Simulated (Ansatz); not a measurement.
Geometry optimisation, UKS PBE/def2-SVP in Ansatz.

Input file:

```yaml
crystal:
  periodic: [false, false, false]
  atoms:
    - { symbol: Ge, position_ang: [0.052854, 0.039149, 0.54422] }
    - { symbol: H, position_ang: [-0.635468, 1.169749, 1.407576] }
    - { symbol: H, position_ang: [1.546612, -0.018232, 0.18194] }
    - { symbol: F, position_ang: [-0.631233, 0.946669, -0.847915] }
    - { symbol: F, position_ang: [-0.901534, -1.42048, 0.301399] }
    - { symbol: O, position_ang: [0.361068, -0.492247, 2.439306] }
    - { symbol: H, position_ang: [-0.427699, -1.025708, 2.695575] }
magnetization:
  spin_polarized: true
  initial_magnetization: 1
basis:
  gaussian: { orbitals: def2-SVP }
hamiltonian:
  xc: pbe
relax:
  f_tol: 0.03
  max_steps: 50
output:
  orbitals: {}
```

Command:

```bash
$ ansatz run input.yaml --threads 4 --pin off --max-ram 5120MiB --backend cpu --events-out ev --progress --plain --runs-dir out
```

Task: Where does it end, and by what steps?

Result: The forces met the threshold. After 7 steps the energy has fallen by 0.169 eV; H2 moved furthest, 0.30 Å.

```csv
step,energy less start (eV),largest force component (eV/Å),accepted
0,0.0000,0.730,yes
1,-0.1061,0.497,yes
2,-0.1562,0.355,yes
3,-0.1600,0.629,yes
4,-0.1672,0.054,yes
5,-0.1677,0.038,yes
6,-0.1684,0.046,yes
7,-0.1687,0.020,yes
```

```xyz
7
Properties=species:S:1:pos:R:3
Ge 0.091 -0.047 0.479
H -0.508 1.059 1.650
H 1.577 -0.053 0.087
F -0.721 0.966 -0.731
F -0.775 -1.541 0.172
O 0.273 -0.382 2.388
H -0.572 -0.801 2.676
```

Whether the end is a true minimum wasn't checked by a vibrational analysis.

The run took 9.3 s on 4 threads of Arm Neoverse V2, with other jobs on the host, peak memory 0.16 GiB.
